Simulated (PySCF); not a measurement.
**From computed data to an observable: oscillator strength and radiative lifetime**

2-silylpropan-2-ol (C3H10OSi), SMILES CC(C)(O)[SiH3].

The structure is a stationary point at B3LYP-D3(BJ)/def2-SVP. The values are those of a single conformer.

TDDFT-CAM-B3LYP/def2-SVPD in PySCF puts the first singlet state with f over 0.02 at 7.54 eV (vertical), with the transition dipole (0.372, -0.100, 0.000) in atomic units.

Task: Find the oscillator strength, the wavelength and the radiative lifetime that this transition would have in vacuum if emission retraced absorption.

Result: 
|μ|² = 0.1484 au, so |μ| = 0.98 D. ΔE = 7.54/27.211 = 0.2771 hartree. f = (2/3) ΔE |μ|² = 0.027 (the program prints 0.027).
λ = 1239.84/7.54 = 164 nm; ν = 60814 cm⁻¹.
Einstein's coefficient A = 0.6670 ν² f s⁻¹ (ν in cm⁻¹) = 6.8e7 s⁻¹, so τ = 1/A = 15 ns. This state is S2; the lower singlet has f = 0.016. The figure is the radiative limit of this one transition; relaxation, internal conversion, crossing to triplets and a medium change what is measured.
